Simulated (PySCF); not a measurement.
Problem. What does the PBE0-D3(BJ)/def2-SVP structure of `FC(F)[C@H]1C[SiH2]1` look like in three dimensions?

Solution. 
```xyz
12
C3H6F2Si angstrom
F     -1.1686   -0.6475    1.4830
C     -1.4829   -0.2593    0.2179
F     -2.0962   -1.2980   -0.3902
C     -0.2454    0.1309   -0.5227
C      0.7622    1.0467    0.1886
Si     1.4163   -0.6561   -0.1839
H     -2.2186    0.5626    0.3046
H     -0.4598    0.3843   -1.5676
H      0.5366    1.2540    1.2412
H      1.1125    1.9292   -0.3562
H      1.5711   -1.6302    0.9197
H      2.3160   -0.8434   -1.3478
```

Any rigid rotation of these coordinates is as good. Atoms count from 1 in this order. The 2 C–C bonds span 1.494 Å (C2–C4, drawn single) to 1.536 Å (C4–C5, drawn single), a spread of 0.042 Å. Si6 (SiH2 silicon) has angles from 48.6° to 120.3°. The 3-membered ring C4–C5–Si6 has internal angles of 48.6° to 66.0°. Of the pairs four or more bonds apart, F1···H9 is among the closest relative to their van der Waals radii: 2.57 Å, 96 % of the sum of Bondi's values.

Bonds between heavy atoms (Å): F1–C2 1.360, C2–F3 1.351, C2–C4 1.494, C4–C5 1.536, C5–Si6 1.862, C4–Si6 1.870.

Method: PBE0-D3(BJ)/def2-SVP geometry optimisation, gas phase (PySCF 2.14.0).

Point group: C1 (no symmetry element, even within 0.4 Å). Whether it is a minimum is left open (no frequencies). The numbers are those of one conformer (F1–C2–C4–C5 -46°).
